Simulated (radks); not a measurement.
Task: Calculated with a radial shooting solver on a logarithmic mesh with Libxc functionals: scalar-relativistic Kohn-Sham, r2SCAN, spin-polarised, spherical densities, finite nucleus; open shells are filled with parallel spins first (spin-orbit coupling, left out, can overturn this in heavy ions); meta-GGA in the generalised Kohn-Sham scheme; Fermi nuclear charge, rms radius of each element as measured or else 0.836 A^(1/3) + 0.57 fm. Each species is in its NIST ground configuration. Rank P3+, Sb3+, As3+, N3+, Bi3+ by Delta-SCF ionisation energy (eV), largest first.

Result: N3+ 75.868, P3+ 50.750, As3+ 49.767, Bi3+ 44.807, Sb3+ 43.502.
